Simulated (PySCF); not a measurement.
This PySCF input asks for the NMR shieldings of SMILES C/C=C/P(CC)C(F)(F)F, C₆H₁₀F₃P; the geometry comes from GFN2-xTB.

```python
import basis_set_exchange as bse
import numpy as np
from pyscf import gto, dft
from pyscf.prop import nmr

atoms = """
C     2.900432    1.213195    0.615585
C     1.924890    0.529342   -0.274691
C     0.777148   -0.001354    0.131528
P    -0.366607   -0.803556   -1.027333
C    -1.970370   -0.119369   -0.374324
C    -2.120793    1.343047   -0.773445
C    -0.488473   -2.423703   -0.052398
F     0.623665   -3.157647   -0.200357
F    -0.664076   -2.264753    1.272105
F    -1.515307   -3.174771   -0.479573
H     2.547354    1.238981    1.643616
H     3.857848    0.694215    0.582612
H     3.069986    2.233240    0.271492
H     2.196569    0.474698   -1.321247
H     0.478062    0.039838    1.174567
H    -2.782197   -0.713412   -0.803639
H    -1.999454   -0.224187    0.714657
H    -2.098743    1.447958   -1.856066
H    -1.309869    1.938564   -0.357063
H    -3.065215    1.740352   -0.407844
"""
names = dict.fromkeys(["C", "P", "F", "H"], "pcSseg-1")
basis = {el: gto.basis.parse(bse.get_basis(n, elements=[el], fmt="nwchem")) for el, n in names.items()}
mol = gto.M(atom=atoms, basis=basis, charge=0, verbose=0)
mf = dft.RKS(mol, xc="PBE0")
mf.grids.level = 2
mf.grids.alignment = dft.numint.BLKSIZE   # the property module wants whole blocks of grid points
mf.conv_tol = 1e-9
mf.kernel()

calc = nmr.RKS(mf)   # GIAO
C = mf.mo_coeff
Co = C[:, mf.mo_occ > 0]
resp = mf.gen_response(singlet=True, hermi=2)
def vind(x):   # induced exchange potential for any number of trial vectors
    d = np.einsum("pi,xij,qj->xpq", C, 2 * x.reshape(-1, C.shape[1], Co.shape[1]), Co, optimize=True)
    return np.einsum("xpq,pi,qj->xij", resp(d - d.transpose(0, 2, 1)), C, Co, optimize=True).ravel()
mo1, _ = nmr.rhf.solve_mo1(calc, with_cphf=vind)
sigma = calc.kernel(mo1)
for i, s in enumerate(sigma):   # ppm
    w = np.linalg.eigvalsh((s + s.T) / 2)
    print("%2d %-2s iso %8.1f  s11 %8.1f  s22 %8.1f  s33 %8.1f" % (i, mol.atom_pure_symbol(i), w.mean(), *w))
```

Problem. What does it print?

Solution. 
```
 0 C  iso    161.7  s11    147.2  s22    152.6  s33    185.3
 1 C  iso     25.6  s11   -104.3  s22     29.3  s33    151.6
 2 C  iso     52.8  s11    -47.5  s22     67.8  s33    138.2
 3 P  iso    344.4  s11    267.7  s22    343.3  s33    422.3
 4 C  iso    163.7  s11    154.1  s22    162.9  s33    174.0
 5 C  iso    175.9  s11    167.6  s22    172.5  s33    187.6
 6 C  iso     45.5  s11     35.8  s22     43.1  s33     57.5
 7 F  iso    242.3  s11    156.1  s22    243.3  s33    327.4
 8 F  iso    253.5  s11    169.9  s22    258.8  s33    331.7
 9 F  iso    248.7  s11    160.0  s22    254.8  s33    331.2
10 H  iso     29.6  s11     25.8  s22     29.7  s33     33.3
11 H  iso     29.5  s11     25.9  s22     27.2  s33     35.5
12 H  iso     29.6  s11     25.9  s22     27.3  s33     35.6
13 H  iso     24.8  s11     21.5  s22     23.3  s33     29.6
14 H  iso     25.4  s11     21.6  s22     24.7  s33     30.0
15 H  iso     29.9  s11     24.2  s22     29.6  s33     35.8
16 H  iso     29.6  s11     24.5  s22     30.4  s33     34.0
17 H  iso     30.8  s11     26.2  s22     28.6  s33     37.4
18 H  iso     30.8  s11     25.3  s22     31.2  s33     36.0
19 H  iso     30.3  s11     25.2  s22     27.2  s33     38.4
```

These numbers come from an equivalent density-fitted implementation of the same equations, which agrees with the script to about 0.01 ppm for H and up to a few tenths of a ppm for heavy atoms, so last digits may differ.

Size and cost of the density-fitted run: 227 basis functions, 45 s wall time on 1 thread of an Arm Neoverse V1, shared host; peak memory 1.1 GiB.
